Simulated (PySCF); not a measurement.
## 19F chemical shifts

Computational details: PBE0/pcSseg-1 with gauge-including orbitals, GFN2-xTB structure, in PySCF (non-relativistic, no solvent model, a single conformation, rapidly exchanging positions averaged).

Shieldings were converted by a linear fit to measured shifts: 19F (scatter 6.0 ppm rms, 7.0 ppm with the 5 outliers that the fit left out vs CFCl3, solution or neat liquid, with a term for F on sp3 carbon). A few per cent of atoms miss by over 2 rms, more outside the fitted compound classes.

**Question.** Give the 19F shifts of `CC[C@@]1(F)CO[S@@](=O)O1`, `C[C@@H]1O[S@@](=O)O[C@]1(C)F`, `C[C@@H]1O[S@](=O)O[C@@]1(C)F`, `FC(F)[C@H]1CCC(=S)C[SiH2]1`.

**Answer.** 
```json
{"compound": "CC[C@@]1(F)CO[S@@](=O)O1", "environment": "fluorine on an sp3 carbon", "δ (ppm)": "-92.8"}
{"compound": "C[C@@H]1O[S@@](=O)O[C@]1(C)F", "environment": "fluorine on an sp3 carbon", "δ (ppm)": "-98.3"}
{"compound": "C[C@@H]1O[S@](=O)O[C@@]1(C)F", "environment": "fluorine on an sp3 carbon", "δ (ppm)": "-85.8"}
{"compound": "[F:1][CH:2]([F:3])[C@H:4]1[CH2:5][CH2:6][C:7](=[S:8])[CH2:9][SiH2:10]1", "environment": "F3: fluorine of a CF2 group", "δ (ppm)": "-107.8"}
{"compound": "[F:1][CH:2]([F:3])[C@H:4]1[CH2:5][CH2:6][C:7](=[S:8])[CH2:9][SiH2:10]1", "environment": "F1: fluorine of a CF2 group", "δ (ppm)": "-111.4"}
```

**Question.** Match the shifts -60.5, -79.1, -92.8, -178.1 ppm to `CC[C@@]1(F)CO[S@@](=O)O1`, `CC(C)=CC[C@@H](F)CCl`, `CO/C(F)=C/S(C)(=O)=O`, `COC(=O)CCOC(F)(F)F`.

**Answer.** -60.5: COC(=O)CCOC(F)(F)F (fluorine of an OCF3 group); -79.1: CO/C(F)=C/S(C)(=O)=O (vinylic fluorine); -92.8: CC[C@@]1(F)CO[S@@](=O)O1 (fluorine on an sp3 carbon); -178.1: CC(C)=CC[C@@H](F)CCl (fluorine on an sp3 carbon).
